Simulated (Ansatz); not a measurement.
`C=C(N)B(C)O` → `B/N=C\OCC`  (isomerisation)

Program: Ansatz. Geometries: PBE0-D4/def2-TZVP. ΔE: electronic, gas phase. CBS: MP2 limit from def2 TZ/QZ plus the TZ coupled-cluster correction, frozen cores. DFT in def2-TZVPP. B3LYP here is the variant with VWN-RPA as its local correlation; programs differ in this. Each species was taken in one conformer, which may not be the lowest.

```
             level  ΔE (eV)
          B3LYP-D4     1.55
              PBE0     1.61
             B3LYP     1.48
CCSD(T)/def2-TZVPP     1.67
```

Q: What does CCSD(T)/CBS give? (An estimate is asked.)

A: The calculation gave: +1.74 eV. The listed levels differ from it by -0.19, -0.13, -0.26, -0.07 eV.

Largest T1 diagnostic among the species: 0.014.

From PBE to PBE0 (25 % exact exchange), in def2-TZVPP and without D4, ΔE moves by +0.10 eV. In def2-TZVPP, CCSD(T) changes the Hartree–Fock value by +0.18 eV (the triples alone add −0.00 eV) and MP2 by +0.26 eV. The D4 term adds +0.07 eV with B3LYP and +0.04 eV with PBE0; it sums over pairs of atoms, weighted by their polarisabilities, and B3LYP, whose exchange is more repulsive, gets the larger term.
